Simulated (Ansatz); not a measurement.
Total energies of H₅NS₂Si (`N[SiH2]SS`).

```xyz
9

N     0.7402   -0.3629   -1.1720
Si    0.5764   -0.6415    0.5036
S    -1.3614   -0.2510    1.3673
S    -1.4188    1.7699    0.9472
H     0.2458   -0.9285   -1.8428
H     0.8762    0.5764   -1.5088
H     1.5574    0.2292    1.1887
H     0.7793   -2.0859    0.7835
H    -1.9951    1.6944   -0.2668
```

Charge 0, multiplicity 1. The geometry is a stationary point of PBE0-D4/def2-TZVP. It is one conformer, not always the lowest. Basis def2-TZVPP, Ansatz.

RPA on PBE orbitals: Hartree–Fock energy of these orbitals -1141.42081 Eh, correlation -1.18184 Eh (frozen core).

| functional | energy without D4 (Eh) | D4 term (kJ/mol) |
| --- | --- | --- |
| B3LYP | -1143.81493 | -38.7 |
| ωB97X-V | -1143.57169 | – |

(1) Give the same for LDA (SPW92), PBE, revPBE, BLYP, r2SCAN, B97M-V, PBE0, r2SCANh, r2SCAN0, HSE06 (plane-wave form), BHLYP, CAM-B3LYP, LC-ωPBE, ωB97M-V, B2PLYP, PBE-QIDH. (An estimate is asked.)

B3LYP takes the VWN-RPA correlation (the form of Gaussian; ORCA's B3LYP/G). HSE06 is the plane-wave form, built on full-range PBE exchange. The double hybrids freeze the cores in their second-order part.

## Answers

(1) Computed: 
```tsv
functional	energy without D4 (Eh)	D4 term (kJ/mol)
LDA (SPW92)	-1139.38072	–
PBE	-1143.19382	-23.8
revPBE	-1143.53173	-64.6
BLYP	-1143.72373	-51.4
r2SCAN	-1143.64504	-5.6
B97M-V	-1143.46978	–
PBE0	-1143.29199	-20.3
r2SCANh	-1143.63670	-6.1
r2SCAN0	-1143.62524	-6.8
HSE06 (plane-wave form)	-1143.26773	-19.1
BHLYP	-1143.71775	-32.0
CAM-B3LYP	-1143.75672	-20.9
LC-ωPBE	-1143.40412	–
ωB97M-V	-1143.66545	–
B2PLYP	-1143.33586	–
PBE-QIDH	-1143.02888	–
```

LC-ωPBE has ω = 0.4 bohr⁻¹.
